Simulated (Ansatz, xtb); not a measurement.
C6H9F: 8 structures ranked

8 gas-phase structures of C6H9F, from a drawn sample of its isomers (lower ones may exist). Each was relaxed with GFN2-xTB; where two conformers were screened, the lower at r2SCAN-D4/def2-SVP//GFN2-xTB is listed:

A. `C/C=C/C1(F)CC1`, a singlet
B. `FCC1CC=CC1`, a singlet
C. `CC#C[C@H](F)CC`, a singlet
D. `C[C@@H](F)[C@H]1C=CC1`, a singlet
E. `C=C1[C@H](C)C[C@@H]1F`, a singlet
F. `CC#CC(C)(C)F`, a singlet
G. `C[C@]12C[C@H](C1)[C@@H]2F`, a singlet
H. `C=C(C)CC(=C)F`, a singlet

Make a reasoned guess at their ranking by r2SCAN-D4/def2-SVP//GFN2-xTB single-point energy.

Calculated order at r2SCAN-D4/def2-SVP//GFN2-xTB: B (0.000), H (0.583), A (0.765), E (0.809), D (0.937), F (1.006), C (1.178), G (1.309) eV.

Energies above the lowest of each column, in eV; the last columns are at r2SCAN-D4/def2-SVP geometries and were run for some of them only (a dash: not run or not comparable):

```tsv
structure	GFN2-xTB	HF/STO-3G	r2SCAN-D4/def2-SVP//GFN2-xTB	r2SCAN-D4/def2-SVP	CCSD(T)/def2-SVP + ΔMP2/def2-TZVPP
B	0.000	0.000	0.000	0.000	0.000
H	0.966	1.688	0.583	0.580	0.534
A	0.842	1.532	0.765	0.776	–
E	0.588	0.872	0.809	0.758	–
D	0.924	1.302	0.937	–	–
F	1.001	1.439	1.006	–	–
C	1.139	1.541	1.178	–	–
G	0.983	1.140	1.309	–	–
```

Every level run on B puts it lowest or level with the lowest. Some further structures that were screened fall inside this span and aren't listed. Flexible structures stand in one conformer each, not always the lowest. Frequencies (GFN2-xTB) were run for B, H alone. ΔMP2 is the change of the MP2 energy from the smaller to the larger basis.

Over these structures GFN2-xTB departs from r2SCAN-D4/def2-SVP//GFN2-xTB by 0.133 eV on average once a common shift is removed. A GFN2-xTB relaxation took about 0.079 s and the r2SCAN-D4/def2-SVP//GFN2-xTB energy about 1.9 s on a shared host (Ansatz 0.2.0, xtb 6.7.1).
